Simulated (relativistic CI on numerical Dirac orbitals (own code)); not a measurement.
# Ru5+: 4d valence photoemission

Computed with this model: Dirac-Coulomb-Breit CI, KLI orbitals optimised for each configuration, model QED, valence Slater integrals scaled by 0.8, multiplet model of photoemission in the sudden approximation; configurations [Kr] 4d3 → [Kr] 4d2; 300 K; Lorentzian 0.3 eV and Gaussian 0.5 eV FWHM. Energies are those of the free ion, without screening or charge transfer. The energies are binding energies and can lie tens of eV above those of solids. S is read from ⟨S²⟩ = S(S + 1).

Field parameters in Wybourne normalisation: Td as Oh with Dq negative (B⁴₀ = 21Dq, B⁴₄ = √(5/14) B⁴₀). The field is a parameter set, without covalency.

Computed curve for free ion, scaled to 100 at the maximum (points under 2 are left out and the grid is thinned):

```json
{"Energy (eV)": "73.9", "Intensity": "2.0"}
{"Energy (eV)": "74.0", "Intensity": "2.3"}
{"Energy (eV)": "74.1", "Intensity": "2.7"}
{"Energy (eV)": "74.2", "Intensity": "3.2"}
{"Energy (eV)": "74.3", "Intensity": "3.8"}
{"Energy (eV)": "74.5", "Intensity": "5.8"}
{"Energy (eV)": "74.6", "Intensity": "7.6"}
{"Energy (eV)": "74.7", "Intensity": "10.3"}
{"Energy (eV)": "74.8", "Intensity": "14.8"}
{"Energy (eV)": "74.9", "Intensity": "22.2"}
{"Energy (eV)": "75.0", "Intensity": "33.8"}
{"Energy (eV)": "75.1", "Intensity": "49.8"}
{"Energy (eV)": "75.2", "Intensity": "68.7"}
{"Energy (eV)": "75.3", "Intensity": "86.4"}
{"Energy (eV)": "75.4", "Intensity": "98.0"}
{"Energy (eV)": "75.6", "Intensity": "92.8"}
{"Energy (eV)": "75.7", "Intensity": "79.5"}
{"Energy (eV)": "75.8", "Intensity": "64.0"}
{"Energy (eV)": "75.9", "Intensity": "48.9"}
{"Energy (eV)": "76.0", "Intensity": "35.9"}
{"Energy (eV)": "76.1", "Intensity": "25.7"}
{"Energy (eV)": "76.2", "Intensity": "18.4"}
{"Energy (eV)": "76.3", "Intensity": "13.6"}
{"Energy (eV)": "76.4", "Intensity": "10.8"}
{"Energy (eV)": "76.5", "Intensity": "9.4"}
{"Energy (eV)": "76.7", "Intensity": "10.8"}
{"Energy (eV)": "76.8", "Intensity": "13.5"}
{"Energy (eV)": "76.9", "Intensity": "17.6"}
{"Energy (eV)": "77.0", "Intensity": "22.2"}
{"Energy (eV)": "77.1", "Intensity": "26.0"}
{"Energy (eV)": "77.2", "Intensity": "27.7"}
{"Energy (eV)": "77.3", "Intensity": "26.7"}
{"Energy (eV)": "77.4", "Intensity": "23.2"}
{"Energy (eV)": "77.5", "Intensity": "18.4"}
{"Energy (eV)": "77.6", "Intensity": "13.7"}
{"Energy (eV)": "77.8", "Intensity": "7.0"}
{"Energy (eV)": "77.9", "Intensity": "5.1"}
{"Energy (eV)": "78.0", "Intensity": "3.7"}
{"Energy (eV)": "78.1", "Intensity": "2.9"}
{"Energy (eV)": "78.2", "Intensity": "2.3"}
```

The ground state has S = 1.48, and the centroid lies at 75.85 eV.
